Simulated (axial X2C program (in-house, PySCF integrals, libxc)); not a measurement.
**Potential curves of SnF⁺, with spin–orbit coupling**

All values were computed with an axial X2C code built on PySCF integrals. Two-component (2c) means X2C with spin–orbit coupling and atomic mean-field two-electron Coulomb and Gaunt terms. Basis: Sn dyall-cv3z [11s12p9d4f1g], F dyall-av3z [7s6p3d2f] (cores contracted in-house); Gaussian nuclei, density fitting, unrestricted open shells. Masses: Sn 119.902 u, F 18.998 u.

State: Ω = 0 (closed shell). Energies in eV from the fragments at the same level (Sn+ + F). Fits are polynomials in 1 − R0/R over 0.85 to 1.23 times the lowest point R0.

| R (Å) | CCSD | CCSD(T) | MP2 | HF |
| --- | --- | --- | --- | --- |
| 1.6373 |  |  | -3.7839 | -1.6917 |
| 1.7126 | -4.1183 | -4.2524 | -4.5955 | -2.4106 |
| 1.7691 | -4.4506 | -4.5955 | -4.9426 | -2.6924 |
| 1.8255 | -4.6184 | -4.7742 | -5.1247 | -2.8133 |
| 1.8820 | -4.6625 | -4.8294 | -5.1829 | -2.8139 |
| 1.9479 | -4.5982 | -4.7781 | -5.1342 | -2.7031 |
| 2.0137 | -4.4445 | -4.6374 | -4.9951 | -2.5071 |
| 2.0984 | -4.1580 | -4.3675 | -4.7258 | -2.1715 |
| 2.2019 |  |  | -4.3123 | -1.6866 |
| 2.3525 |  |  | -3.6345 | -0.9198 |

Correlated methods: 10 electrons correlated (number of frozen shells: Sn 4 s, 3 p, 2 d; F 1 s), 258 virtual spin orbitals or spinors in MP2.

One determinant describes the state; a PBE0 search over occupations chose it and may have missed a lower one. Closed shells are restricted here (equal orbitals for both partners); the stretched side of such a curve lies too high. Dissociation energies refer to the lowest single-determinant-based atoms at the same level and basis. Coupled cluster ran in a truncated set of natural virtual spinors; the MP2 energy of the rest was added. (T) has no such correction and the atoms are truncated less, which lowers De at CCSD(T) by a hundredth of an eV or more. With the outer-core shells frozen, correlated bond lengths of heavy atoms tend to come out a few hundredths of an ångström too long. Coupled cluster ran on the points near the minimum only. MP2 and coupled cluster on one determinant become unreliable at the stretched end.

(1) Fit the CCSD curve near its minimum: give the equilibrium distance, the harmonic wavenumber and the well depth.

(2) What are Re, ωe and De at the CCSD(T) level?

(3) What are Re, ωe and De at the MP2 level?

(4) Fit the HF curve near its minimum: give the equilibrium distance, the harmonic wavenumber and the well depth.

Answers

(1) At CCSD, 2c: Re = 1.878 Å, ωe ≈ 700 cm⁻¹, De = 4.66 eV to Sn+ + F; Be follows as 0.292 cm⁻¹.

(2) At CCSD(T), 2c: Re = 1.885 Å, ωe ≈ 688 cm⁻¹, De = 4.83 eV to Sn+ + F; Be follows as 0.289 cm⁻¹.

(3) At MP2, 2c: Re = 1.886 Å, ωe ≈ 688 cm⁻¹, De = 5.18 eV to Sn+ + F; Be follows as 0.289 cm⁻¹.

(4) At HF, 2c: Re = 1.853 Å, ωe ≈ 734 cm⁻¹, De = 2.83 eV to Sn+ + F; Be follows as 0.299 cm⁻¹.
